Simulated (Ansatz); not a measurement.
Molecule: C3H6O, charge 0, multiplicity 1. 
Geometry from a B3LYP-D3(BJ)/def2-TZVP (Ansatz, a first-principles code) optimisation:
```
C
H 1 1.0883
O 1 1.4326 2 113.21
C 3 1.4309 1 61.46 2 108.79
H 4 1.0859 3 115.26 1 -111.45
H 4 1.0864 5 115.42 3 138.05
C 1 1.5007 2 115.53 3 -138.24
H 7 1.0905 1 110.63 2 -179.55
H 7 1.0919 8 108.34 1 121.39
H 7 1.0926 8 108.70 9 117.14
```
Charge 0, spin multiplicity 1.

Parts of the frozen-core correlation energy in aug-cc-pVDZ (Ansatz, hartree). Frozen orbitals: 4; correlated occupied orbitals by spin: 12 and 12; virtual: 130 and 130. No spin-orbit coupling. No relativistic terms.

| term | value |
|---|---|
| reference (HF) | -191.93512 |
| MP2 opposite-spin | ___ |
| MP2 same-spin | -0.15574 |
| CCSD correlation | ___ |
| (T) | ___ |
| T1 diagnostic | 0.012 |
| largest doubles amplitude | 0.013 |

Task: What belongs in the gaps?

Result: 
- MP2 opposite-spin, value: -0.47785
- CCSD correlation, value: -0.67115
- (T), value: -0.02336
